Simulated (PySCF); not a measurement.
Work out the structure from these simulated measurements.

Formula: C4H9FSSi2.

* Triplet: lowest triplet excitation (Tamm–Dancoff): 4.46 eV [TDA wB97X-D/def2-SVPD]
* 1H NMR: chemical shifts (computed TMS as zero) by class: 5.37 (1 H), 5.02 (1 H), 4.73 (1 H), 2.00 (3 H), 1.98 (3 H) ppm [GIAO PBE0/pcSseg-1]
* UV, strongest line: among the 8 lowest singlet transitions: S7 at 6.66 eV (186 nm, f = 0.161) [TDDFT wB97X-D/def2-SVPD]
* Polarisability: 121.6 au [wB97X-D/def2-SVPD]
* UV, first state: lowest singlet excitation: 5.41 eV (229 nm, f = 0.014) [TDDFT wB97X-D/def2-SVPD]
* Dipole: 0.32 D [wB97X-D/def2-SVPD]
* 13C NMR: chemical shifts (computed TMS as zero) by class: 179.8 (1 C), 154.6 (1 C), 15.3 (1 C), 13.4 (1 C) ppm [GIAO PBE0/pcSseg-1]
* NMR, other nuclei: isotropic shieldings of nuclei other than C and H, by class: 228 (1 F), 372 (1 Si), 408 (1 Si), 694 (1 S) ppm [GIAO PBE0/pcSseg-1]
* Rotational structure: rotational constants A, B, C: 1.656, 0.835, 0.713 GHz [GFN2-xTB]

Electronic properties: PySCF, gas phase, density fitting. Levels stand in brackets. Isolated species at its GFN2-xTB geometry (one conformer only). NMR classes are plain means over equivalent atoms (diastereotopic ones count apart unless rotation or inversion swaps them), as if these changed places fast.

Task: Give a SMILES that accounts for the data.

Result: Numbering: `[CH3:1][S:2][Si@@H:3]1[SiH2:4][C:5]([F:6])=[C:7]1[CH3:8]`. Its formula, C4H9FSSi2, gives 2 degrees of unsaturation: 1 ring and 1 π bond in the structure found. 4 carbons fall into 4 classes; from least to most shielded: vinylic C–F carbon [C5] (179.8 ppm), fully substituted alkene carbon [C7] (154.6 ppm), allylic carbon [C8] (15.3 ppm), S-methyl carbon [C1] (13.4 ppm). Hydrogen classes from least to most shielded: 1 H on an SiH silicon, Si3 (5.37 ppm), 1 H on an SiH2 silicon, Si4 (5.02 ppm), 1 H on an SiH2 silicon, Si4 (4.73 ppm), 3 H on an allylic carbon, C8 (2.00 ppm, a mean of values up to 0.9 ppm apart in this geometry), 3 H on an S-methyl carbon, C1 (1.98 ppm). The other shieldings belong to: 228 ppm, vinyl fluorine [F6]; 372 ppm, SiH silicon [Si3]; 408 ppm, SiH2 silicon [Si4]; 694 ppm, sulfur bonded to C and Si [S2]. The optimised geometry has point group C1 and is an asymmetric top. Structure: `CS[Si@@H]1[SiH2]C(F)=C1C`. Computed isomers that give other values at the same levels: `CS[SiH2]C1=CC[Si@@H]1F` (13C chemical shifts (computed TMS as zero) by class: 180.8 (1 C), 162.9 (1 C), 35.4 (1 C), 14.1 (1 C) ppm); `C#C[Si@H](CSC)[SiH2]F` (13C chemical shifts (computed TMS as zero) by class: 105.6 (1 C), 86.1 (1 C), 22.6 (1 C), 20.3 (1 C) ppm); `F[C@@H]1CC=C1[SiH2]S[SiH3]` (13C chemical shifts (computed TMS as zero) by class: 166.8 (1 C), 153.9 (1 C), 91.3 (1 C), 44.4 (1 C) ppm). The assignments are read from this structure; whether some other isomer fits the data as well wasn't checked. The mirror image fits equally.

Conformer computed: `[CH3:1][S:2][Si@@H:3]1[SiH2:4][C:5]([F:6])=[C:7]1[CH3:8]`: C1–S2–Si3–Si4 39°.
